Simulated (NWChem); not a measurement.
Species: FeF$_{3}$, sextet; SMILES [F][Fe]([F])[F]

Program: NWChem. Pople sets run with spherical d functions. Spin-unrestricted. All runs use the structure optimised with PBE0/def2-SVP, spin-unrestricted. No stability test was run on the SCF state. Level PBE/6-31G*: single points from the atomic guess with DIIS by default; each run changes one setting, and all converged runs end within 0.3 mHa of each other. NWChem's automatic level shift, which a small gap switches on, acted in some of these runs.

Which setting needs the most SCF iterations, or fails (core-Hamiltonian guess; no level shifting; DIIS on 20 Fock matrices; no DIIS, 40 % damping; defaults)?

no DIIS, 40 % damping, which doesn't converge.
```json
[
 {"setting": "defaults", "SCF iterations": "10"},
 {"setting": "no level shifting", "SCF iterations": "10"},
 {"setting": "core-Hamiltonian guess", "SCF iterations": "31"},
 {"setting": "DIIS on 20 Fock matrices", "SCF iterations": "8"},
 {"setting": "no DIIS, 40 % damping", "SCF iterations": "not converged in 200"}
]
```
